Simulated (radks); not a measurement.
Question: All-electron atom: Se0.3+ in [Ar] 3d(3/2: 4, 5/2: 5.7) 4s2 4p4 (fractional occupations, a model configuration). All-electron calculation, Dirac Kohn-Sham, LDA (Slater exchange, Perdew-Wang correlation), spin-unpolarised, spherical densities, finite nucleus; open shells fill j = l - 1/2 first; Fermi nuclear charge, rms radius 4.14 fm. Program: a radial shooting solver on a logarithmic mesh with Libxc functionals. Some entries of the table are withheld. Estimate them.

orbital,occ.,eigenvalue (eV),<1/r> (bohr^-1)
1s1/2,2,-12486.31,(1)
2s1/2,2,-1611.401,7.672
2p1/2,2,(2),7.645
2p3/2,4,(3),7.409
3s1/2,2,(4),2.502
3p1/2,2,-163.0573,2.386
3p3/2,4,-157.1323,2.329
3d3/2,4,-60.2051,2.056
3d5/2,5.7,-59.2934,2.041
4s1/2,2,-20.8655,0.7607
4p1/2,2,-9.8674,0.6127
4p3/2,2,-9.4374,0.5986

Answer: 
(1) 1s1/2 <1/r> (bohr^-1): 34.51
(2) 2p1/2 eigenvalue (eV): -1447.769
(3) 2p3/2 eigenvalue (eV): -1406.098
(4) 3s1/2 eigenvalue (eV): -219.0548
